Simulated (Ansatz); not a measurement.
Complex: NH3 (SMILES N) (first 4 atoms) with SiH4 (SMILES [SiH4]); geometry from B3LYP-D3(BJ)/def2-TZVP, rigid monomers moved along the line of their centres of mass till N1···Si5 is 4.19 Å.
(charge 0, multiplicity 1):
```xyz
9

N      0.06953     0.16398    -0.00728
H     -0.74419     0.64334     0.35970
H      0.03779    -0.79277     0.32469
H      0.89049     0.60126     0.39447
Si    -0.02412     0.01086     4.18336
H      1.21108     0.69854     3.74570
H     -0.05751    -0.04327     5.66270
H     -0.04394    -1.36626     3.64175
H     -1.20639     0.75378     3.69296
```

Interaction energies are E(AB) − E(A) − E(B) at the monomers' geometry in the complex; basis-set methods are counterpoise corrected.

Correlated levels freeze the cores. CBS: X⁻³ extrapolation of the correlation energy, Hartree–Fock from the larger set.

Programs: Ansatz (a first-principles code). Values without a source in brackets are computed.

Task: Predict the interaction energy from PBE0/def2-TZVPPD.

Result: -0.3 kcal/mol
